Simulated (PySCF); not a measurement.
Vertical excitations of a molecule C5H8O3 from TDA-LC-ωPBE/def2-SVPD (PySCF), as energy in eV (oscillator strength): 5.31 (0.000), 7.05 (0.474), 7.53 (0.143), 7.59 (0.050), 7.75 (0.009), 8.34 (0.001). Lowest triplet (TDA): 3.74 eV. Coordinates come from a PBE0-D3(BJ)/def2-SVP optimisation. One conformer was computed; it need not be the lowest.

**Question.** Identify the compound among the candidates.
A. C=CC(=O)OCCO
B. C=CC(=O)OCOC
C. C=C(OC)C(=O)OC
D. CO/C=C\C(=O)OC

**Answer.** A, C=CC(=O)OCCO
